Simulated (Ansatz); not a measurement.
`C=C([SiH3])CC`. Charge 0, multiplicity 1.

```xyz
15

C     0.125   -0.625    1.852
C     0.247   -0.068    0.648
Si    1.811   -0.376   -0.333
C    -0.833    0.807    0.073
C    -1.430    0.258   -1.217
H    -0.763   -0.467    2.463
H     0.899   -1.254    2.281
H     2.406    0.918   -0.770
H     2.784   -1.108    0.518
H     1.552   -1.177   -1.560
H    -1.623    0.940    0.820
H    -0.419    1.803   -0.124
H    -1.862   -0.732   -1.056
H    -2.218    0.916   -1.591
H    -0.676    0.166   -2.003
```

Q: What are the harmonic wavenumbers in cm⁻¹ at PBE0-D4/def2-TZVP (Ansatz, finite differences of forces, unscaled)? (Estimate.)

A: The calculation gave: 49, 127, 194, 216, 281, 365, 433, 609, 647, 689, 751, 801, 899, 925, 936, 954, 974, 1036, 1074, 1097, 1238, 1294, 1341, 1404, 1446, 1475, 1489, 1497, 1682, 2210, 2215, 2231, 3028, 3050, 3068, 3121, 3124, 3129, 3212.

Q: Is this a minimum?

A: Yes, all 39 modes are real.

Q: Give the ideal-gas thermochemistry at 298.15 K and 1 bar (rigid rotor, harmonic oscillator; point group C1, symmetry number 1).

A: Zero-point energy 324.8 kJ/mol; H(298) − E = 347.0 kJ/mol; entropy 352.3 J/(mol·K), of which translation 164.4, rotation 112.2, vibration 75.7; G(298) − E = 242.0 kJ/mol. Modes under 100 cm⁻¹ are hindered rotations or soft bends, so the harmonic entropy is rough.

Q: And at 400, 500, 600, 800 and 1000 K?

A: 
```csv
T (K),H − E (kJ/mol),S (J/mol/K),G − E (kJ/mol)
400,360.8,391.8,204.0
500,377.3,428.5,163.0
600,396.3,463.1,118.4
800,440.3,526.2,19.4
1000,490.5,582.1,-91.6
```
